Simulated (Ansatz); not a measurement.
Compare A (`O[CH2][Ga]([OH])[F]`) with its isomer B (`C[O][Ga]([OH])[F]`).

Gas-phase electronic energies from Ansatz, PBE0-D4/def2-TZVP geometries. CCSD(T)/CBS adds triple-zeta CCSD(T) − MP2 to the extrapolated MP2 energy (def2 sets, frozen cores). DFT in def2-TZVPP. B3LYP here is the variant with VWN-RPA as its local correlation; programs differ in this. For Ga outer-core shells are correlated without core-valence functions, which leaves a few kJ/mol of doubt a bond. Scalar relativity is left out up to krypton. Each species was taken in one conformer, which may not be the lowest.

Task: Which isomer does CCSD(T)/CBS put lower? Give the gap. (An estimate is asked.)

Result: Ansatz gave: B, by 15.8 kcal/mol.

Task: Give E(B) − E(A) in kcal/mol with PBE0-D4, PBE-D4, B3LYP-D4, B3LYP, B2PLYP, ωB97M-V, CCSD(T)/def2-TZVPP. (Best estimate.)

Result: The calculation gave: PBE0-D4 -14.1, PBE-D4 -12.6, B3LYP-D4 -15.4, B3LYP -15.4, B2PLYP -17.0, ωB97M-V -15.0, CCSD(T)/def2-TZVPP -17.6. None reverses the order clearly.

Largest T1 diagnostic: 0.014.

In def2-TZVPP, CCSD(T) changes the Hartree–Fock value by +3.8 kcal/mol (the triples alone add +0.4 kcal/mol) and MP2 by +3.3 kcal/mol. From PBE to PBE0 (25 % exact exchange), in def2-TZVPP and without D4, E(B) − E(A) moves by −1.5 kcal/mol.
